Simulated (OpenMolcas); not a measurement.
## 2s² 2p along the 5-electron sequence

```json
{
  "Program": "OpenMolcas 26.06",
  "Method": "RASSCF",
  "Basis": "ANO-RCC-VTZP",
  "Scalar Hamiltonian": "DKH2, point nucleus",
  "Spin-orbit coupling": "state interaction with AMFI integrals over the reference wave functions, term energies averaged over their components"
}
```

Active space for each ion: 3 electrons in 9 orbitals (RAS2 2s 2p; RAS3 3d, at most 2 electrons).

Computed levels in cm-1 above ²P°_1/2:

```json
{"Level": "²P°_3/2", "N2+": "156", "O3+": "358", "F4+": "700", "Ne5+": "1232"}
{"Level": "weight of ²P° in the lowest level (%)", "N2+": "100", "O3+": "100", "F4+": "100", "Ne5+": "100"}
```

Measured, with the error of the calculation in %. Measured levels: N2+ from Moore, Selected Tables of Atomic Spectra, NSRDS-NBS 3, section 5; O3+ from Moore, Selected Tables of Atomic Spectra, NSRDS-NBS 3, section 10; F4+ from Moore, Atomic Energy Levels, vol. I, NSRDS-NBS 35 (1971 reprint of NBS Circular 467, 1949); Ne5+ from NIST levels in Podobedova, Fuhr, Reader and Wiese, J. Phys. Chem. Ref. Data 33, 525 (2004).

| Level | N2+ | O3+ | F4+ | Ne5+ |
| --- | --- | --- | --- | --- |
| ²P°_3/2 | 174 (-10.3) | 386 (-7.1) | 746 (-6.1) | 1310 (-6.0) |

The fine-structure level ²P°_3/2 changes by a factor of 7.9 from N2+ to Ne5+. Its fourth root runs 3.53, 4.35, 5.14, 5.92, with steps per unit of Z of 0.82, 0.79, 0.78; equal steps would mean a (Z - σ)^4 law with constant σ.

Active for correlation alone: 3d; no level in the range computed is led by a configuration that fills it, so any true level of that kind is missing. Computed and measured levels are paired by configuration, term and J; levels that our copy of the source lacks, or whose pairing is in doubt (as where it misses far off the trend of its configuration), stay unpaired and out of the deviations. Only configurations of the active space appear.

° marks odd parity.
